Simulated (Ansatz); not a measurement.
Breaking a bond: GaS (cation, charge +1), lowest triplet found (which spin is the ground state isn't settled by this scan).

- UKS-PBE = unrestricted PBE/cc-pVDZ (Ansatz, a quantum-chemistry and plane-wave program)
- UKS-CAM-B3LYP = unrestricted CAM-B3LYP/cc-pVDZ in Ansatz
- FCI = full CI/cc-pVDZ, cores with 3d frozen run with Ansatz

Energies relative to the lowest point of each curve between 2.57 and 3.63 Å, where full CI is lowest, in kJ/mol; the last columns give the error against full CI:

```json
[
 {"R / Å": "2.57", "UKS-PBE": "12.1", "UKS-CAM-B3LYP": "17.3", "FCI": "21.7", "UKS-PBE − FCI": "-9.6", "UKS-CAM-B3LYP − FCI": "-4.5"},
 {"R / Å": "2.67", "UKS-PBE": "7.2", "UKS-CAM-B3LYP": "7.6", "FCI": "11.0", "UKS-PBE − FCI": "-3.8", "UKS-CAM-B3LYP − FCI": "-3.4"},
 {"R / Å": "2.84", "UKS-PBE": "0.0", "UKS-CAM-B3LYP": "0.0", "FCI": "1.8", "UKS-PBE − FCI": "-1.8", "UKS-CAM-B3LYP − FCI": "-1.8"},
 {"R / Å": "3.07", "UKS-PBE": "1.0", "UKS-CAM-B3LYP": "0.1", "FCI": "0.0", "UKS-PBE − FCI": "1.0", "UKS-CAM-B3LYP − FCI": "0.1"},
 {"R / Å": "3.31", "UKS-PBE": "8.1", "UKS-CAM-B3LYP": "6.1", "FCI": "4.4", "UKS-PBE − FCI": "3.7", "UKS-CAM-B3LYP − FCI": "1.7"},
 {"R / Å": "3.63", "UKS-PBE": "20.3", "UKS-CAM-B3LYP": "16.7", "FCI": "13.2", "UKS-PBE − FCI": "7.1", "UKS-CAM-B3LYP − FCI": "3.5"},
 {"R / Å": "4.04", "UKS-PBE": "34.9", "UKS-CAM-B3LYP": "29.5", "FCI": "24.3", "UKS-PBE − FCI": "10.6", "UKS-CAM-B3LYP − FCI": "5.2"},
 {"R / Å": "4.48", "UKS-PBE": "47.1", "UKS-CAM-B3LYP": "40.0", "FCI": "33.6", "UKS-PBE − FCI": "13.5", "UKS-CAM-B3LYP − FCI": "6.4"},
 {"R / Å": "4.98", "UKS-PBE": "56.5", "UKS-CAM-B3LYP": "47.9", "FCI": "40.7", "UKS-PBE − FCI": "15.8", "UKS-CAM-B3LYP − FCI": "7.2"},
 {"R / Å": "5.73", "UKS-PBE": "63.7", "UKS-CAM-B3LYP": "54.0", "FCI": "46.2", "UKS-PBE − FCI": "17.5", "UKS-CAM-B3LYP − FCI": "7.7"},
 {"R / Å": "6.52", "UKS-PBE": "66.0", "UKS-CAM-B3LYP": "56.6", "FCI": "48.7", "UKS-PBE − FCI": "17.3", "UKS-CAM-B3LYP − FCI": "7.9"},
 {"R / Å": "7.66", "UKS-PBE": "65.4", "UKS-CAM-B3LYP": "58.1", "FCI": "50.2", "UKS-PBE − FCI": "15.2", "UKS-CAM-B3LYP − FCI": "7.9"}
]
```

UKS-PBE is furthest from FCI at 5.73 (17.5 kJ/mol, above); its mean absolute error over the points is 9.7 kJ/mol.

UKS-CAM-B3LYP is furthest from FCI at 7.66 (7.9 kJ/mol, above); its mean absolute error over the points is 4.8 kJ/mol.

The scan ran from 1.65 to 7.66 Å; beyond the distances shown full CI changes its symmetry label. The unrestricted determinant behind UKS-PBE is spin-contaminated at 7.66 Å (<S²> up to 2.1, against 2.00 for a pure triplet).
